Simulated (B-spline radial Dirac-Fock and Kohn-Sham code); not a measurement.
## What relativity does to the binding energies of Pr⁴²⁺

System: the Pr⁴²⁺ ion, [Ne] 3s2 3p5.

Both columns are ΔSCF binding energies of the configuration average from a radial atomic solver: non-relativistic Hartree-Fock with a point nucleus, and Dirac-Fock with a finite nucleus and the Coulomb interaction alone, averaged over the two j levels with weights 2j+1.

| shell | Hartree-Fock (eV) | Dirac-Fock (eV) | shift (eV) | shift (%) |
| --- | --- | --- | --- | --- |
| 1s | 42630.8 | 44759.5 | +2128.69 | +4.99 |
| 2s | 8790.8 | 9359.6 | +568.79 | +6.47 |
| 3s | 3424.9 | 3590.5 | +165.68 | +4.84 |
| 3p | 3295.5 | 3365.0 | +69.51 | +2.11 |

Relativity binds 1s, 2s, 3s, 3p more strongly, among those listed most of all 2s in relative terms.

Values without a named source are computed, but for edge energies of neutral atoms, which are taken from tables.
